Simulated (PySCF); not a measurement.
C4H9PSi2.
SMILES: `C#C[SiH2]/C=C\[SiH2]P`

Level of theory: PySCF 2.14.0, density-fitted response routines, TDDFT B3LYP/def2-SVPD, vertical, gas phase, core orbitals frozen in the response. One conformer (not necessarily the lowest) at the GFN2-xTB geometry, without solvent, vibrations or thermal averaging. Torsions of this conformer, `[CH:1]#[C:2][SiH2:3]/[CH:4]=[CH:5]\[SiH2:6][PH2:7]`: C2–Si3–C4–C5 66°, C4–C5–Si6–P7 -95°, H–P7–Si6–C5 -41°, H–P7–Si6–C5 52°.

| state | E (eV) | λ (nm) | ν̃ (cm⁻¹) | f | main configurations (H = HOMO, L = LUMO) |
| --- | --- | --- | --- | --- | --- |
| S1 | 4.85 | 255.4 | 39150 | 0.126 | H→L (91%) |
| S2 | 5.49 | 225.9 | 44260 | 0.068 | H-1→L (76%), H-3→L (9%) |
| S3 | 5.68 | 218.2 | 45830 | 0.017 | H→L+1 (93%) |
| S4 | 5.77 | 215.0 | 46510 | 0.0025 | H-2→L (83%) |
| S5 | 6.01 | 206.1 | 48510 | 0.0023 | H-1→L+1 (38%), H→L+2 (15%), H-2→L+1 (13%) |
| S6 | 6.09 | 203.6 | 49120 | 0.0030 | H→L+2 (57%), H-2→L+1 (22%), H-1→L+1 (10%) |
| S7 | 6.18 | 200.6 | 49850 | 0.0045 | H-4→L (47%), H→L+2 (23%), H-2→L+1 (17%) |
| S8 | 6.32 | 196.3 | 50950 | 0.072 | H-3→L (40%), H→L+3 (29%) |

Triplets, Tamm–Dancoff:

| state | E (eV) | λ (nm) | main configurations (H = HOMO, L = LUMO) |
| --- | --- | --- | --- |
| T1 | 3.84 | 322.8 | H→L (58%), H-1→L (20%), H-3→L (14%) |
| T2 | 4.58 | 270.7 | H-1→L (52%), H→L (32%) |
| T3 | 5.00 | 247.8 | H-1→L+1 (22%), H-2→L+2 (19%), H-3→L+1 (10%) |

The lowest singlet lies at 4.85 eV (255 nm, ultraviolet) and is of moderate strength; its leading configuration is HOMO→LUMO (91%). The lowest level is also the most intense of those listed (f = 0.126). Löwdin shares by element: HOMO phosphorus 55%, carbon 19% or more, silicon 9% or more (atoms not listed hold the other 17%); LUMO carbon 56% or more, silicon 18% (atoms not listed hold the other 26%). Weighted by f, the mean energy of these states is 5.45 eV. Orbital energies (eV): HOMO-3 -8.37, HOMO-2 -8.08, HOMO-1 -7.76, HOMO -6.93, LUMO -1.45, LUMO+1 -0.49, LUMO+2 -0.13. The listed states span 1.46 eV, and the widest gap between neighbours is 0.63 eV (S1 to S2). Singlets were solved by full linear response, triplets in the Tamm–Dancoff approximation.
